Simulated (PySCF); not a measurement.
CH3NO2Si. Atoms are numbered in the order given.

```xyz
8

N      1.6321     1.8448     0.6750
C      1.2984     0.7949     0.2845
O      0.9412    -0.3631    -0.1351
Si    -0.6821    -0.7098    -0.6142
O     -1.7082    -0.4161     0.6326
H     -0.6548    -2.1574    -0.8775
H     -0.9396     0.1518    -1.7955
H     -1.9357     0.4937     0.8606
```

Geometry optimised at r2SCAN-D4/def2-SVP. The structure was generated by enumeration, and PubChem lists no compound with its InChIKey, so it may never have been made. Other conformers were not sampled.

Method: PBE/def2-TZVP in PySCF.

ESP charges are fitted to the potential on shells at 1.4 to 2.0 van der Waals radii. Atomic charges (e):

| atom | IAO | ESP fit |
|---|---|---|
| N1 | ___ | -0.52 |
| C2 | 0.28 | 0.48 |
| O3 | -0.49 | -0.26 |
| Si4 | 1.17 | 0.51 |
| O5 | ___ | -0.56 |
| H6 | ___ | 0.00 |
| H7 | ___ | -0.07 |
| H8 | 0.38 | 0.42 |

Problem. What belongs in the gaps? (The exact figures need the calculation; the answer reports its results.)

Solution. 
- N1, IAO: -0.34
- O5, IAO: -0.76
- H6, IAO: -0.11
- H7, IAO: -0.14

Computed Mayer and Wiberg (Löwdin basis) orders of the bonds:
| bond | Mayer | Wiberg |
|---|---|---|
| N1–C2 | 2.99 | 3.33 |
| C2–O3 | 1.22 | 1.90 |
| O3–Si4 | 0.95 | 1.27 |
| Si4–O5 | 1.30 | 1.79 |
| Si4–H6 | 0.94 | 0.94 |
| Si4–H7 | 0.92 | 0.93 |
| O5–H8 | 0.87 | 1.01 |
